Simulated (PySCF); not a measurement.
## Energy of Ga⁻ (gallium, charge -1) between two integer charges

The 4p alpha orbital of [Ar] 3d10 4s2 4p2 is emptied in steps (occupation f), with all orbitals relaxed, ending at [Ar] 3d10 4s2 4p1. All numbers are calculated (PySCF 2.14, scalar relativity through the core potential, in aug-cc-pVDZ-PP with ECP10MDF (5s4p3d, 32 functions)). The exact energy is a straight line in f; departures are measured from the line between the end points of the same method.

| f | LDA (eV) | PBE (eV) | PBE0 (eV) | r2SCAN (eV) | LC-wPBE (eV) | BHandHLYP (eV) | CAM-B3LYP (eV) | TPSS (eV) |
| --- | --- | --- | --- | --- | --- | --- | --- | --- |
| 1 | 0.000 | 0.000 | 0.000 | 0.000 | 0.000 | 0.000 | 0.000 | 0.000 |
| 0.8 | -0.308 | -0.303 | -0.213 | -0.291 | 0.058 | -0.124 | -0.084 | -0.301 |
| 0.6 | -0.487 | -0.475 | -0.330 | -0.450 | 0.081 | -0.195 | -0.135 | -0.469 |
| 0.4 | -0.510 | -0.494 | -0.340 | -0.461 | 0.077 | -0.203 | -0.142 | -0.485 |
| 0.2 | -0.354 | -0.340 | -0.232 | -0.311 | 0.050 | -0.140 | -0.099 | -0.332 |
| 0 | 0.000 | 0.000 | 0.000 | 0.000 | 0.000 | 0.000 | 0.000 | 0.000 |

Question: For BHandHLYP, how does the orbital energy at f = 1 compare with the removal energy?

Answer: −ε = -0.527 eV against a total-energy difference of 0.199 eV. By Janak's theorem ε = ∂E/∂f, so the gap between them reflects the curvature. Along the path −ε is -0.300 (f = 0.8), -0.006 (f = 0.6), 0.332 (f = 0.4), 0.702 (f = 0.2) eV.

```csv
method,E(f=0) − E(f=1) (eV),−ε at f=1 (eV),−ε at f=0.4 (eV)
LDA,0.564,-1.272,0.876
PBE,0.470,-1.338,0.792
PBE0,0.411,-0.868,0.649
r2SCAN,0.495,-1.261,0.840
LC-wPBE,0.291,0.702,0.213
BHandHLYP,0.199,-0.527,0.332
CAM-B3LYP,0.274,-0.204,0.359
TPSS,0.390,-1.403,0.721
```

At f = 1 the orbital energy is positive for LDA, PBE, PBE0, r2SCAN, BHandHLYP, CAM-B3LYP, TPSS: only the finite basis holds the electron.

Reference removal energy between the ground levels: 0.301 eV (measured; photodetachment measurements, as compiled on the Wikipedia data page of electron affinities). The calculation has no spin-orbit coupling.
